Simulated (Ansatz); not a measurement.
Isolated molecules relaxed with PBE0-D4/def2-TZVP in Ansatz; ΔE leaves out vibrations. CCSD(T)/CBS adds triple-zeta CCSD(T) − MP2 to the extrapolated MP2 energy (def2 sets, frozen cores). This one scheme is used for every species, atoms too. For atomizations the MP2-based limit and the directly extrapolated one differ by several kJ/mol either way, and by 10 to 25 for some Ge, Se and Sn compounds, so smaller differences from it don't rank the levels. DFT in def2-TZVPP. No spin–orbit coupling; open shells (•) take unrestricted orbitals. Spin–orbit coupling would lower the free atoms: a little for C, O, Si. One conformer a species, not always the lowest.

`CO[SiH]C`• → 2 C• + 7 H• + O• + Si•  (atomization)

CCSD(T)/CBS gives +3984.9 kJ/mol.

Task: Another level gave +3976.4 kJ/mol. Which?
A. BLYP-D4/def2-TZVPP
B. B97M-V/def2-TZVPP
C. CCSD/def2-TZVPP
D. PBE0/def2-TZVPP

Result: A. BLYP-D4 3976.4, B97M-V 3992.7, PBE0 3969.1, CCSD/def2-TZVPP 3842.0 kJ/mol.

Largest T1 diagnostic among the species: 0.013.

From r2SCAN to r2SCAN0 (25 % exact exchange), in def2-TZVPP and without D4, ΔE moves by −50.2 kJ/mol: exact exchange takes away binding that semilocal exchange gives to molecules. Leaving LDA and LC-ωPBE aside and taking each functional with its dispersion term where it has one, the values, not all of them listed here, spread over 145.2 kJ/mol, from BHLYP-D4 to PBE-D4. LDA lies +496.7 kJ/mol from PBE without D4, its usual overbinding. The D4 term adds +30.1 kJ/mol with B3LYP and +15.7 kJ/mol with PBE0; it sums over pairs of atoms, weighted by their polarisabilities, and B3LYP, whose exchange is more repulsive, gets the larger term.

B3LYP here is the variant with VWN-RPA as its local correlation; programs differ in this.
